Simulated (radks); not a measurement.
Results of a calculation; reference values are marked as such.
Initial-state core-level shifts of the gadolinium ion Gd+ when its valence configuration changes from [Xe] 4f7 5d1 6s1. Level of theory: scalar-relativistic Kohn-Sham, PBE, spin-polarised, spherical densities, finite nucleus; open shells are filled with parallel spins first (spin-orbit coupling, left out, can overturn this in heavy ions); Fermi nuclear charge, rms radius 5.1569 fm (a radial shooting solver on a logarithmic mesh with Libxc functionals). Shifts are changes of the shell-averaged eigenvalues in eV (positive: less bound); the change of the density at the nucleus, which sets a Mossbauer isomer shift, is in e/bohr^3, on a base of 6.582e+05.

| valence | 1s | 3d | 4s | 4p | density at nucleus |
|---|---|---|---|---|---|
| 4f6 5d1 6s2 | -10.305 | -12.020 | -11.417 | -11.198 | +82.87 |
| 4f6.5 5d1 6s1.5 | -4.979 | -5.791 | -5.532 | -5.430 | +38.67 |
| 4f7 6s2 | -2.445 | -2.463 | -2.472 | -2.484 | +41.17 |
| 4f8 6s1 | +6.080 | +7.305 | +7.011 | +6.861 | -29.30 |
| 4f6 5d2 6s1 | -7.583 | -9.255 | -8.663 | -8.437 | +37.81 |
| 4f8 5d1 | +7.755 | +8.994 | +8.718 | +8.579 | -62.40 |
| 4f6 5d1 6s1 6p1 | -11.350 | -13.076 | -12.467 | -12.246 | +45.73 |
| 4f7 6s1 6p1 | -3.526 | -3.552 | -3.556 | -3.566 | +6.35 |
| 4f7.5 5d1 6s0.5 | +4.156 | +4.830 | +4.658 | +4.580 | -34.04 |
